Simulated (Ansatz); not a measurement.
**Redistribution: C5H9Br + C3H9N → C5H11N + C3H7Br**

Gas-phase species: C5H9Br (bromocyclopentane) `BrC1CCCC1`, singlet; C3H9N (isopropylamine) `CC(C)N`, singlet; C5H11N (cyclopentylamine) `NC1CCCC1`, singlet; C3H7Br `CC(C)Br`, singlet. The partners trade Br for NH2; both sit on C, so the bond types are kept.

Shapes, held fixed at every level: PBE0-D4/def2-TZVP. Flexible molecules stand in one conformer, not always the lowest. Programs: Ansatz 0.2.0. Electronic energies: no zero-point or thermal term.

```
              level                    kind  ΔE (kJ/mol)  less CCSD(T)/def2-TZVPP
        HF/def2-SVP            Hartree–Fock         -0.9                     -3.2
B3LYP-D4/def2-TZVPP           global hybrid         -0.1                     -2.4
 wB97M-V/def2-TZVPP  range-separated hybrid         +0.6                     -1.7
  B2PLYP/def2-TZVPP           double hybrid         +1.3                     -1.0
       MP2/def2-SVP     perturbation theory         +1.2                     -1.1
      CCSD/def2-SVP   coupled cluster or CI         +0.2                     -2.1
    CCSD/def2-TZVPP   coupled cluster or CI         +2.1                     -0.2
 CCSD(T)/def2-TZVPP   coupled cluster or CI         +2.3                      0.0
```

The highest level, CCSD(T)/def2-TZVPP, gives ΔE = +2.3 kJ/mol; the levels span -0.9 to +2.3. That is about zero within the method's error. They disagree on the sign: 6 of 8 are positive. The column of differences is taken from that level and isn't an error. No measured value is set beside it here. Relativity is left out for Br. Outer-core shells of Br are correlated, in sets that cover them unevenly.
